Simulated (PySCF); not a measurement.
**`CC[C@@]1(C(=O)Cl)C[C@H]1C`, C$_{7}$H$_{11}$ClO**

Geometry:
| atom | x (Å) | y (Å) | z (Å) |
| --- | --- | --- | --- |
| C1 | -2.328 | -0.436 | -0.310 |
| C2 | -0.873 | -0.502 | -0.767 |
| C3 | -0.010 | 0.497 | -0.012 |
| C4 | -0.297 | 1.879 | -0.401 |
| O5 | -0.979 | 2.258 | -1.297 |
| Cl6 | 0.523 | 3.113 | 0.603 |
| C7 | 0.399 | 0.177 | 1.413 |
| C8 | 1.440 | 0.173 | 0.355 |
| C9 | 2.102 | -1.094 | -0.117 |
| H10 | -2.919 | -1.185 | -0.830 |
| H11 | -2.749 | 0.543 | -0.524 |
| H12 | -2.400 | -0.618 | 0.760 |
| H13 | -0.817 | -0.283 | -1.835 |
| H14 | -0.490 | -1.508 | -0.607 |
| H15 | 0.057 | -0.775 | 1.790 |
| H16 | 0.386 | 0.974 | 2.139 |
| H17 | 2.104 | 1.029 | 0.336 |
| H18 | 2.267 | -1.064 | -1.193 |
| H19 | 1.510 | -1.973 | 0.120 |
| H20 | 3.069 | -1.195 | 0.373 |

Computed with GIAO B3LYP/pcSseg-1 magnetisability, rotational g tensor and spin-rotation constants, non-relativistic, gas phase (PySCF). Geometry: GFN2-xTB.

Give the nuclear spin-rotation constants along the inertial axes (H = +C I·J) beside the isotropic shieldings.

Rotational constants 1.6181, 1.2127, 0.8393 GHz. A star marks the isotopologue with that one atom substituted, in its own axes.
```
atom  isotope  Caa (kHz)  Cbb (kHz)  Ccc (kHz)  mean (kHz)  σ (ppm)
 Cl6     35Cl      0.433      0.502      0.335       0.423    540.0
 H10       1H     -0.056     -0.069     -0.093      -0.072     30.8
 H11       1H     -0.011     -0.083     -0.097      -0.064     30.2
 H12       1H     -0.187     -0.123      0.009      -0.101     31.1
 H13       1H     -0.158     -0.117      0.012      -0.087     29.5
 H14       1H      0.001     -0.112     -0.099      -0.070     31.1
 H15       1H     -0.051     -0.145     -0.060      -0.085     31.4
 H16       1H     -0.070     -0.128     -0.039      -0.079     30.0
 H17       1H     -0.060     -0.065     -0.085      -0.070     29.9
 H18       1H     -0.180     -0.126      0.016      -0.097     30.3
 H19       1H     -0.046     -0.118     -0.075      -0.080     31.2
 H20       1H     -0.181      0.035     -0.093      -0.080     30.1
  C1     13C*      0.246      0.168      0.114       0.176    168.1
  C2     13C*      0.255      0.200      0.139       0.198    154.9
  C3     13C*      0.157      0.312      0.170       0.213    140.0
  C4     13C*      0.849      0.445      0.280       0.524     -7.5
  O5     17O*     -0.998     -0.790     -0.244      -0.677   -237.6
  C7     13C*      0.178      0.198      0.187       0.188    153.1
  C8     13C*      0.204      0.222      0.170       0.199    149.5
  C9     13C*      0.218      0.193      0.124       0.178    164.6
```
For the geometry as given, no vibrational averaging.
